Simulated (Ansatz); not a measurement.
```xyz
10

C    -0.4450    1.3690   -0.2970
N     0.0911    0.2723    0.4651
Si    1.1433   -1.0267    0.1735
Sb   -0.9745   -1.2285    1.4813
H    -1.0127    1.0459   -1.1799
H    -1.1096    1.9796    0.3215
H     0.3688    2.0165   -0.6413
H     1.2202   -1.6067   -1.1959
H     2.4920   -0.9582    0.7908
H    -1.7735   -1.8632    0.0820
```

Total charge 0; spin multiplicity 1. Sb takes the def2 core potential.

(1) List the PBE/def2-TZVPP orbital energies in eV (Ansatz 0.2.0). (Best estimate.)

Results:

(1) Computed: Occupied: -1779.89, -380.33, -269.58, -149.48, -137.59, -102.41, -102.31, -102.26, -94.37, -94.31, -94.28, -32.77, -32.71, -32.69, -32.59, -32.57, -21.42, -16.77, -13.40, -12.53, -10.49, -10.40, -10.35, -8.65, -7.63, -6.69, -6.12, -5.31. Lowest empty: -2.04, -1.41, -0.37, 0.54, 0.84, 0.93, 1.39, 2.30.
